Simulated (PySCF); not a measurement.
C₂H₅FO₂Si, SMILES C=C[Si](O)(O)F. Atoms are numbered in the order given.

```xyz
11

C     -2.3597     0.4061     0.4133
C     -1.2730    -0.2668     0.8155
Si     0.3440    -0.0921    -0.0537
O      0.2868     0.9922    -1.3043
O      0.8132    -1.5606    -0.6254
F      1.4591     0.4681     0.9960
H     -2.3238     1.0774    -0.4516
H     -3.3270     0.3140     0.9195
H     -1.3529    -0.9348     1.6822
H      0.4692     1.9149    -1.0921
H      1.5835    -1.5838    -1.2058
```
Charge 0, spin multiplicity 1.

Coordinates come from a B3LYP-D3(BJ)/def2-SVP optimisation. One conformer was computed; it need not be the lowest.

These are PBE0/pcSseg-1 run with PySCF values and carry that method's errors.

GIAO shieldings, no solvent; atoms listed in one row are averaged. δ = σ(ref) − σ: ¹³C against TMS (σ = 186.3 ppm); ²⁹Si against TMS (σ = 352.7 ppm); ¹⁷O against H2O (σ = 334.2 ppm); ¹⁹F against CFCl3 (σ = 167.2 ppm); ¹H against TMS (σ = 31.56 ppm), references at their B3LYP-D3(BJ)/def2-TZVP geometries, non-relativistic.

Question: Estimate the chemical shifts. (An estimate is asked for; the answer gives what the named calculation found.)

Answer: 
```
nucleus   atoms  count  δ (ppm)
-------  ------  -----  -------
¹³C          C1      1    151.3
¹³C          C2      1    137.7
²⁹Si        Si3      1    -45.0
¹⁷O          O5      1     56.5
¹⁷O          O4      1     46.6
¹⁹F          F6      1   -142.8
¹H       H7, H8      2     6.72
¹H           H9      1     6.44
¹H          H11      1     2.64
¹H          H10      1     2.03
```
